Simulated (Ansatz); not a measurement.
Ansatz (a program for electronic structure) input (B3LYP/6-31G* with LANL2DZ past Ar): The .json file joins the Basis Set Exchange's 6-31G* for atoms up to Ar and LANL2DZ past it.

Ansatz 0.2 input:
```yaml
crystal:
  periodic: [false, false, false]
  atoms:
    - {symbol: Ca, position_ang: [-0.00000000, -0.00000000, -1.12308380]}
    - {symbol: Cl, position_ang: [0.00000000, 0.00000000, 1.32127506]}
basis:
  gaussian:
    orbitals: 6-31Gs+LANL2DZ.json
hamiltonian:
  xc: {name: B3LYP}
magnetization: {spin_polarized: true, initial_magnetization: 1}
relax: {f_tol: 0.003, max_steps: 120}
```

Predict the final energy.

-496.80400 Eh.
